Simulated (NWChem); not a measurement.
All runs are NWChem calculations. System: tellurium hexafluoride (F$_{6}$Te), charge 0, spin multiplicity 1, at a geometry optimised with PBE0/def2-SVP with def2 effective core potentials on Te. Level: RHF/def2-SVP with def2 effective core potentials on Te.

Output (cleaned and shortened):

```
             Northwest Computational Chemistry Package (NWChem) 7.3.0
             --------------------------------------------------------

                                NWChem Input Module
                                -------------------

 Scaling coordinates for geometry "geometry" by  1.889725989
 (inverse scale =  0.529177249)

 Turning off AUTOSYM since
 SYMMETRY directive was detected!

                             Geometry "geometry" -> ""
                             -------------------------

 Output coordinates in angstroms (scale by  1.889725989 to convert to a.u.)

  No.       Tag          Charge          X              Y              Z
 ---- ---------------- ---------- -------------- -------------- --------------
    1 F                    9.0000    -1.87571400     0.00000000     0.00000000
    2 Te                  52.0000     0.00000000     0.00000000     0.00000000
    3 F                    9.0000     0.00000000     0.00000000     1.87571600
    4 F                    9.0000     0.00000000     0.00000000    -1.87571600
    5 F                    9.0000     0.00000000    -1.87571400     0.00000000
    6 F                    9.0000     0.00000000     1.87571400     0.00000000
    7 F                    9.0000     1.87571400     0.00000000     0.00000000

 Effective nuclear repulsion energy (a.u.)    1020.3750235474

            Nuclear Dipole moment (a.u.)
            ----------------------------
        X                 Y               Z
 ---------------- ---------------- ----------------
     0.0000000000     0.0000000000     0.0000000000

      Symmetry information
      --------------------

 Group name             D2h
 Group number             26
 Group order               8
 No. of unique centers     4

      Symmetry unique atoms

     1    2    3    5


 Summary of "ao basis" -> "" (spherical)
 ------------------------------------------------------------------------------
       Tag                 Description            Shells   Functions and Types
 ---------------- ------------------------------  ------  ---------------------
 *                          def2-svp                  on all atoms

 Summary of "ao basis" -> "ao basis" (spherical)
 ------------------------------------------------------------------------------
       Tag                 Description            Shells   Functions and Types
 ---------------- ------------------------------  ------  ---------------------
 F                          def2-svp                 6       14   3s2p1d
 Te                         def2-svp                10       26   4s4p2d

                                 NWChem SCF Module
                                 -----------------

  ao basis        = "ao basis"
  functions       =   110
  atoms           =     7
  closed shells   =    39
  open shells     =     0
  charge          =   0.00
  wavefunction    = RHF
  use symmetry    = T
  symmetry adapt  = T

 Summary of "ao basis" -> "ao basis" (spherical)
 ------------------------------------------------------------------------------
       Tag                 Description            Shells   Functions and Types
 ---------------- ------------------------------  ------  ---------------------
 F                          def2-svp                 6       14   3s2p1d
 Te                         def2-svp                10       26   4s4p2d

      Symmetry analysis of basis
      --------------------------

        ag         29
        au          3
        b1g         9
        b1u        17
        b2g         9
        b2u        17
        b3g         9
        b3u        17

 Forming initial guess at       0.1s

      Superposition of Atomic Density Guess
      -------------------------------------

 Sum of atomic energies:        -906.97878660

      Non-variational initial energy
      ------------------------------

 Total energy =    -863.278477
 1-e energy   =   -2487.229814
 2-e energy   =    1030.142259
 HOMO         =      -0.609630
 LUMO         =      -0.123208

      Symmetry analysis of molecular orbitals - initial
      -------------------------------------------------

 !! scf_movecs_sym_adapt:   52 vectors were symmetry contaminated

  Symmetry fudging
[...]
         Total SCF energy =   -863.028086739074
      One-electron energy =  -2480.424126211345
      Two-electron energy =   1023.586961538334
 Nuclear repulsion energy =    593.809077933936

        Time for solution =      0.9s

       Symmetry analysis of molecular orbitals - final
       -----------------------------------------------

  Numbering of irreducible representations:

     1 ag          2 au          3 b1g         4 b1u         5 b2g
     6 b2u         7 b3g         8 b3u

  Orbital symmetries:

     1 ag          2 b3u         3 b2u         4 b1u         5 ag
     6 ag          7 ag          8 b2u         9 b3u        10 b1u
    11 ag         12 ag         13 b1g        14 b2g        15 b3g
    16 ag         17 b3u        18 b2u        19 b1u        20 ag
    21 ag         22 ag         23 b3u        24 b2u        25 b1u
    26 b1g        27 b2g        28 b3g        29 b1u        30 b2u
    31 b3u        32 b2u        33 b3u        34 b1u        35 b1g
    36 b2g        37 b3g        38 ag         39 ag         40 ag
    41 b1u        42 b2u        43 b3u        44 ag         45 b1u
    46 b2u        47 b3u        48 b2g        49 b3g

             Final eigenvalues
             -----------------

              1
    1  -26.3733
    2  -26.3732
    3  -26.3732
    4  -26.3732
    5  -26.3732
    6  -26.3732
    7   -7.4445
    8   -5.4149
    9   -5.4149
   10   -5.4149
   11   -2.2852
   12   -2.2852
   13   -2.2683
   14   -2.2683
   15   -2.2683
   16   -1.6821
   17   -1.6318
   18   -1.6318
   19   -1.6318
   20   -1.5999
   21   -1.5999
   22   -0.9949
   23   -0.8261
   24   -0.8261
   25   -0.8261
   26   -0.7647
   27   -0.7647
   28   -0.7647
   29   -0.7222
   30   -0.7222
   31   -0.7222
   32   -0.7099
   33   -0.7099
   34   -0.7099
   35   -0.7012
   36   -0.7012
   37   -0.7012
   38   -0.6884
   39   -0.6884
   40   -0.0411
   41    0.1797
   42    0.1797
   43    0.1797
   44    0.3511
   45    0.4459
   46    0.4459
   47    0.4459
   48    0.5091
   49    0.5091

                       ROHF Final Molecular Orbital Analysis
                       -------------------------------------

 Vector   37  Occ=2.000000D+00  E=-7.011641D-01  Symmetry=b3g
              MO Center=  1.6D-29, -9.0D-17, -3.4D-17, r^2= 3.9D+00
   Bfn.  Coefficient  Atom+Function         Bfn.  Coefficient  Atom+Function
  ----- ------------  ---------------      ----- ------------  ---------------
    45      0.342336  3 F  py                59     -0.342336  4 F  py
    74      0.342333  5 F  pz                88     -0.342333  6 F  pz
    48     -0.242367  3 F  py                62      0.242367  4 F  py
    77     -0.242365  5 F  pz                91      0.242365  6 F  pz

 Vector   38  Occ=2.000000D+00  E=-6.884061D-01  Symmetry=ag
              MO Center= -1.7D-16,  4.7D-16,  1.0D-15, r^2= 4.0D+00
   Bfn.  Coefficient  Atom+Function         Bfn.  Coefficient  Atom+Function
  ----- ------------  ---------------      ----- ------------  ---------------
     4      0.320232  1 F  px                73     -0.320232  5 F  py
    87      0.320232  6 F  py               100     -0.320232  7 F  px
    40     -0.215314  2 Te d  2               7     -0.203955  1 F  px
    76      0.203955  5 F  py                90     -0.203955  6 F  py
   103      0.203955  7 F  px                35      0.183388  2 Te d  2

 Vector   39  Occ=2.000000D+00  E=-6.884057D-01  Symmetry=ag
              MO Center= -9.0D-16, -1.2D-15, -2.6D-16, r^2= 4.0D+00
   Bfn.  Coefficient  Atom+Function         Bfn.  Coefficient  Atom+Function
  ----- ------------  ---------------      ----- ------------  ---------------
    46      0.369772  3 F  pz                60     -0.369772  4 F  pz
    49     -0.235507  3 F  pz                63      0.235507  4 F  pz
    38      0.215314  2 Te d  0               4      0.184886  1 F  px
    73      0.184886  5 F  py                87     -0.184886  6 F  py
   100     -0.184886  7 F  px                33     -0.183388  2 Te d  0

 Vector   40  Occ=0.000000D+00  E=-4.108822D-02  Symmetry=ag
              MO Center= -5.9D-17, -2.4D-17, -5.2D-17, r^2= 2.8D+00
   Bfn.  Coefficient  Atom+Function         Bfn.  Coefficient  Atom+Function
  ----- ------------  ---------------      ----- ------------  ---------------
    17      0.997025  2 Te s                 18      0.494752  2 Te s
    16     -0.375496  2 Te s                 15     -0.334905  2 Te s
     7     -0.231855  1 F  px                49      0.231855  3 F  pz
    63     -0.231855  4 F  pz                76     -0.231855  5 F  py
    90      0.231855  6 F  py               103      0.231855  7 F  px

 Vector   41  Occ=0.000000D+00  E= 1.797278D-01  Symmetry=b1u
              MO Center= -6.5D-17,  2.6D-17, -9.8D-17, r^2= 3.1D+00
   Bfn.  Coefficient  Atom+Function         Bfn.  Coefficient  Atom+Function
  ----- ------------  ---------------      ----- ------------  ---------------
    30      1.000903  2 Te pz                27      0.693101  2 Te pz
    43     -0.477275  3 F  s                 57      0.477275  4 F  s
    49      0.313730  3 F  pz                63      0.313730  4 F  pz
    24     -0.237660  2 Te pz                46     -0.224045  3 F  pz
    60     -0.224045  4 F  pz                21     -0.183240  2 Te pz

 Vector   42  Occ=0.000000D+00  E= 1.797284D-01  Symmetry=b2u
              MO Center= -2.4D-17, -4.7D-16, -1.3D-18, r^2= 3.1D+00
   Bfn.  Coefficient  Atom+Function         Bfn.  Coefficient  Atom+Function
  ----- ------------  ---------------      ----- ------------  ---------------
    29      1.000908  2 Te py                26      0.693099  2 Te py
    71      0.477278  5 F  s                 85     -0.477278  6 F  s
    76      0.313730  5 F  py                90      0.313730  6 F  py
    23     -0.237659  2 Te py                73     -0.224044  5 F  py
    87     -0.224044  6 F  py                20     -0.183240  2 Te py

 center of mass
 --------------
 x =   0.00000000 y =   0.00000000 z =   0.00000000

 moments of inertia (a.u.)
 ------------------
         954.791167978884           0.000000000000           0.000000000000
           0.000000000000         954.791167978884           0.000000000000
           0.000000000000           0.000000000000         954.790149923190

  Mulliken analysis of the total density
  --------------------------------------

    Atom       Charge   Shell Charges
 -----------   ------   -------------------------------------------------------
    1 F    9     9.43   1.99  1.13  0.85  3.29  2.17  0.01
    2 Te  24    21.41   1.77  0.26  1.03 -0.07  2.93  3.10  1.36  0.13  9.93  0.97
    3 F    9     9.43   1.99  1.13  0.85  3.29  2.17  0.01
    4 F    9     9.43   1.99  1.13  0.85  3.29  2.17  0.01
    5 F    9     9.43   1.99  1.13  0.85  3.29  2.17  0.01
    6 F    9     9.43   1.99  1.13  0.85  3.29  2.17  0.01
    7 F    9     9.43   1.99  1.13  0.85  3.29  2.17  0.01

       Multipole analysis of the density wrt the origin
       ------------------------------------------------

     L   x y z        total         open         nuclear
     -   - - -        -----         ----         -------
     0   0 0 0     -0.000000      0.000000     78.000000

     1   1 0 0     -0.000000      0.000000      0.000000
     1   0 1 0     -0.000000      0.000000      0.000000
     1   0 0 1      0.000000      0.000000      0.000000

     2   2 0 0    -44.430270      0.000000    226.153554
     2   1 1 0      0.000000      0.000000      0.000000
     2   1 0 1     -0.000000      0.000000      0.000000
     2   0 2 0    -44.430270      0.000000    226.153554
     2   0 1 1     -0.000000      0.000000      0.000000
     2   0 0 2    -44.430303      0.000000    226.154036

 Task  times  cpu:        2.3s     wall:        2.3s

 Total times  cpu:        2.4s     wall:        2.4s
```

Task: Write an NWChem input that would produce this output.

Result: Several could match; the one computed here: 
```
start mol
memory heap 200 mb stack 900 mb global 1100 mb
geometry units angstroms nocenter noautoz
  F     -1.875714     0.000000     0.000000
  Te     0.000000     0.000000     0.000000
  F      0.000000     0.000000     1.875716
  F      0.000000     0.000000    -1.875716
  F      0.000000    -1.875714     0.000000
  F      0.000000     1.875714     0.000000
  F      1.875714     0.000000     0.000000
  symmetry group D2h
end
basis spherical
  * library def2-svp
end
ecp
  Te library def2-ecp
end
scf
  rhf
  nopen 0
  maxiter 100
  thresh 1e-7
  semidirect memsize 60000000 filesize 0
end
task scf energy
```
